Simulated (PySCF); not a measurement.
## Electron correlation in Sc (scandium, neutral)

[Ar] 3d1 4s2, 2D determinant. All numbers are calculated (PySCF 2.14, the spin-free X2C one-electron Hamiltonian (Gaussian nucleus), in x2c-TZVPPall). Frozen: [Ar]; 3 electrons correlated.

MP2 pair energies summed by pair of shells (mhartree):

| pair | energy | share (%) |
| --- | --- | --- |
| 4s-4s | -20.96 | 72.3 |
| 3d-4s | -8.02 | 27.7 |

Total MP2 correlation energy: -28.98 mhartree.

Same-spin part -2.91 and opposite-spin part -26.07 mhartree; SCS-MP2 scales them by 1/3 and 6/5 to -32.25 mhartree.
